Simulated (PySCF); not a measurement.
C2H4F2, SMILES FCCF.

The structure is a stationary point at PBE-D3(BJ)/def2-SVP. Other conformers were not sampled.

Two levels are set side by side: PBE/def2-TZVPD (PySCF) and M06-2X/def2-TZVPD (PySCF). Same geometry, gas phase. Differences are taken from unrounded values.

```tsv
quantity	M06-2X
orbital gap (eV)	11.64
highest occupied level (eV)	-11.26
lowest empty level (eV)	0.37
dipole moment (D)	2.74
mean polarisability (bohr³)	29.6
```

Problem. What does PBE give, and how far is it from M06-2X? (An estimate is asked for; the answer gives what the named calculation found.)

Solution. 
| quantity | PBE | PBE minus M06-2X |
|---|---|---|
| orbital gap (eV) | 7.53 | -4.10 |
| highest occupied level (eV) | -7.85 | 3.41 |
| lowest empty level (eV) | -0.32 | -0.69 |
| dipole moment (D) | 2.51 | -0.23 |
| mean polarisability (bohr³) | 32.0 | 2.3 |

PBE's occupied levels lie high since its potential decays too fast outside the molecule; exact exchange lowers them and widens the gap. PBE's more diffuse valence density responds more strongly to a field. Differences between two approximate levels are no errors against the true value.

Rough cost on one machine, each run with all the roots and properties that it gave: M06-2X against PBE about 5 times.
